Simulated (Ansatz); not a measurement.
`F[SiH2]N[SiH2][SiH3]` + `CB(N)[SiH3]` → `CB(N)[SiH2][SiH3]` + `F[SiH2]N[SiH3]`  (redistribution)

Isolated molecules relaxed with PBE0-D4/def2-TZVP in Ansatz; ΔE leaves out vibrations. CCSD(T)/CBS adds triple-zeta CCSD(T) − MP2 to the extrapolated MP2 energy (def2 sets, frozen cores). This one scheme is used for every species. Functionals use def2-TZVPP. B3LYP here is the variant with VWN-RPA as its local correlation; programs differ in this. Each species was taken in one conformer, which may not be the lowest.

```csv
level,ΔE (kJ/mol),difference from CCSD(T)/CBS
PBE-D4,-9.9,1.8
r2SCAN-D4,-11.6,0.1
PBE0-D4,-10.9,0.8
B3LYP-D4,-9.6,2.1
ωB97X-V,-10.5,1.2
B2PLYP,-10.7,1.0
r2SCAN,-11.5,0.2
B3LYP,-9.1,2.6
MP2/def2-TZVPP,-13.7,-2.0
CCSD/def2-TZVPP,-11.3,0.4
CCSD(T)/def2-TZVPP,-11.8,-0.1
MP2/def2-QZVPP,-13.6,-1.9
SCS-MP2/def2-QZVPP,-12.3,-0.6
HF/CBS(def2),-9.8,1.9
MP2/CBS(def2),-13.6,-1.9
CCSD/CBS(def2),-11.2,0.5
CCSD(T)/CBS,-11.7,0
```

Largest T1 diagnostic among the species: 0.013.
